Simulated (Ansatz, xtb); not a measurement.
## Ranking isomers of C4H9AlGe

3 gas-phase structures of C4H9AlGe, from a drawn sample of its isomers (lower ones may exist). Each was relaxed with GFN2-xTB; where two conformers were screened, the lower at r2SCAN-D4/def2-SVP is listed:

A. `C#C[CH2][AlH][CH2][GeH3]`, a singlet
B. `C#C[CH2][Al]([CH3])[GeH3]`, a singlet
C. `C#[C][Al]([CH3])[CH2][GeH3]`, a singlet

Q: Estimate their order in r2SCAN-D4/def2-SVP energy at these geometries, lowest first.

A: Calculated order at r2SCAN-D4/def2-SVP: C (0.0), B (9.7), A (18.6) kcal/mol.

Energies above the lowest of each column, in kcal/mol; the last columns are at B3LYP/def2-SVP geometries:

| structure | GFN2-xTB | HF/STO-3G | r2SCAN-D4/def2-SVP | B3LYP/def2-SVP | CCSD(T)/def2-SVP + ΔMP2/def2-TZVPP |
| --- | --- | --- | --- | --- | --- |
| C | 5.5 | 0.0 | 0.0 | 0.0 | 0.0 |
| B | 0.0 | 12.5 | 9.7 | 8.5 | 13.2 |
| A | 0.9 | 24.6 | 18.6 | 17.6 | 20.7 |

CCSD(T)/def2-SVP + ΔMP2/def2-TZVPP puts C lowest; GFN2-xTB picks B. Some further structures that were screened fall inside this span and aren't listed. Flexible structures stand in one conformer each, not always the lowest. C keeps a small imaginary mode. Frequencies (GFN2-xTB) were run for B, C alone. ΔMP2 is the change of the MP2 energy from the smaller to the larger basis.

Programs: Ansatz 0.2.0, xtb 6.7.1.
